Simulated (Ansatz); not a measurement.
C$_{8}$H$_{14}$O$_{3}$Zr, SMILES `C[O][Zr]1234([O]C)([O]C)[C@H]5[C@@H]1[C@@H]2[C@@H]3[C@H]54`, 26 atoms. The species carries charge 0 and has multiplicity 1. Correlated methods include outer-core shells of Zr, which these sets cover unevenly. Zr: def2 effective core potential. Hardware: A = 11 threads of an AMD EPYC 7R13 on a shared host; B = 11 threads of an AMD EPYC 7R13 on a shared host and a whole NVIDIA H100 80 GB. Correlated methods freeze the cores.

**Question.** Give the basis size and wall time and peak host memory of each of these runs in Ansatz. RKS B2PLYP (frozen core)/def2-TZVPP energy [B]; direct RPA on PBE orbitals/def2-TZVPP energy [B]; RKS revPBE-D4/def2-TZVPP energy [B]; RHF-CCSD(T)/def2-SVP energy [B]; RKS CAM-B3LYP-D4/def2-TZVPP energy [B]; RHF-MP2/def2-QZVPP energy [B]; RHF-CCSD(T)/def2-TZVPP energy [B]; RKS PBE0-D4/def2-QZVPP energy [B]; RKS r2SCAN0-D4/def2-TZVPP energy [B]; RKS PBE0-D4/def2-TZVP relaxation (30 steps) [B]; RKS ωB97M-V/def2-SVP energy [A]; RKS PBE0-D4/def2-SVP energy [A]. (An estimate is asked.)

**Answer.** Computed: Other jobs shared the machine, so times are rough.

| level | job | functions | wall time | peak host memory (GiB) |
| --- | --- | --- | --- | --- |
| RKS PBE0-D4/def2-SVP | energy [A] | 255 | 3.5 s | 1.7 |
| RKS revPBE-D4/def2-TZVPP | energy [B] | 593 | 4.4 s | 1.2 |
| RKS r2SCAN0-D4/def2-TZVPP | energy [B] | 593 | 7 s | 1.7 |
| RKS CAM-B3LYP-D4/def2-TZVPP | energy [B] | 593 | 7 s | 1.7 |
| RKS B2PLYP (frozen core)/def2-TZVPP | energy [B] | 593 | 7.5 s | 3.7 |
| RKS PBE0-D4/def2-QZVPP | energy [B] | 1128 | 7.5 s | 1.8 |
| direct RPA on PBE orbitals/def2-TZVPP | energy [B] | 593 | 9 s | 3.8 |
| RHF-CCSD(T)/def2-SVP | energy [B] | 255 | 9.5 s | 1.7 |
| RKS ωB97M-V/def2-SVP | energy [A] | 255 | 9.5 s | 1.9 |
| RHF-MP2/def2-QZVPP | energy [B] | 1128 | 11 s | 2 |
| RKS PBE0-D4/def2-TZVP | relaxation (30 steps) [B] | 465 | 69 s | 1.3 |
| RHF-CCSD(T)/def2-TZVPP | energy [B] | 593 | 89 s | 3.5 |
